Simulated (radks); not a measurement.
Values are calculated unless marked as measured or tabulated.
W III, configuration [Kr] 4d10 4f14 5s2 5p5.5 5d4.5 (fractional occupations, a model configuration). Code: a radial shooting solver on a logarithmic mesh with Libxc functionals. Model: Dirac Kohn-Sham, PW91, spin-unpolarised, spherical densities, finite nucleus; open shells fill j = l - 1/2 first; Fermi nuclear charge, rms radius 5.3658 fm.

Normalised radial functions P(r) = r R(r) (large component), r in bohr:

```
   r/bohr * 5d3/2 (the largest magnitude, 0.773, reaches the edge; | marks zero)
 0.001076                             *
 0.001459                             *
 0.001977                             *
 0.002701                             *
 0.003661                             *
 0.004961                             *
 0.006778                             *
 0.009186                             *
  0.01245                             *
  0.01701                             *
  0.02305                             |*
  0.03124                             |*
  0.04268                             |  *
  0.05784                             |    *
  0.07839                             |      *
   0.1071                             |       *
   0.1451                             |      *
   0.1967                             | *
   0.2687                      *      |
   0.3642                 *           |
   0.4975                    *        |
   0.6743                             |   *
   0.9139                             |                 *
    1.248                             |                          *
    1.692                             |                          *
    2.293                             |                   *
    3.133                             |          *
    4.246                             |   *
    5.754                             |*
    7.861                             *
    10.65                             *
```

5d3/2: eigenvalue -20.783 eV, 2 radial nodes at r = 0.209, 0.624 bohr, <r> = 1.83 bohr, 90 % of the charge inside 2.83 bohr.
